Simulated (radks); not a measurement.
Results of a calculation; reference values are marked as such.
Task: Ionisation of the selenium ion Se2+, [Ar] 3d10 4s2 4p2, to Se3+, [Ar] 3d10 4s2 4p1, under several functionals. Dirac Kohn-Sham, spin-unpolarised, spherical densities, finite nucleus; open shells fill j = l - 1/2 first; a radial shooting solver on a logarithmic mesh with Libxc functionals. Known Delta-SCF values: revPBE 31.094 eV. What does PW91 give, and what is its highest occupied eigenvalue?

Result: 31.269 eV by Delta-SCF; the 4p1/2 eigenvalue is -25.798 eV. NIST: 31.70 eV (measured).

Beside tabulated values, note that spin-unpolarised runs miss the spin-polarisation part of the exchange energy of open shells.
